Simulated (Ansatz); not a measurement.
Total energies of TcO3Br (TcBrO₃) from Ansatz at PBE0-D4/def2-TZVP, gas phase (1 Eh = 27.2114 eV = 2625.5 kJ/mol). The reference geometry is relaxed at r2SCAN-D4/def2-SVP.

```xyz
5

Tc   -0.064   -0.082    0.098
O     0.332    0.469    1.630
O    -1.724   -0.006   -0.116
O     0.455   -1.665   -0.084
Br    1.001    1.285   -1.529
```

| state | geometry | energy (Eh) |
| --- | --- | --- |
| charge 0 singlet | reference | -2880.29558 |
| charge 1 doublet | reference | -2879.86297 |
| charge 1 doublet | relaxed at r2SCAN-D4/def2-SVP | -2879.86657 |
| free Tc atom (sextet) | – | -80.69592 |
| free O atom (triplet) | – | -75.01860 |
| free Br atom (doublet) | – | -2573.81189 |

In the def2 sets Tc takes a core potential; there is no spin–orbit coupling.

Question: Work out the vertical ionisation energy to the doublet.

Answer: E(charge 1 doublet) − E(charge 0 singlet) = -2879.86297 − (-2880.29558) = 0.43261 Eh = 11.77 eV. For comparison, −ε of the highest occupied level is 9.63 eV at this level, 2.14 eV less.

Question: How much does the charge 1 doublet relax, and what is the adiabatic ionisation energy?

Answer: Relaxation: -2879.86297 − (-2879.86657) = 0.00360 Eh = 0.10 eV. Adiabatic ionisation energy: 0.42901 Eh = 11.67 eV, without zero-point energy. 

Question: What is the binding energy per atom against free atoms?

Answer: Atoms: 1 × (-80.69592) + 3 × (-75.01860) + 1 × (-2573.81189) = -2879.56361 Eh. Binding: -2879.56361 − (-2880.29558) = 0.73197 Eh = 19.92 eV, or 3.98 eV for each of 5 atoms (no zero-point energy, no counterpoise term).

The restricted singlet is unstable towards broken spin symmetry in Hartree–Fock (as tested in another run); at PBE0-D4/def2-TZVP this wasn't settled.
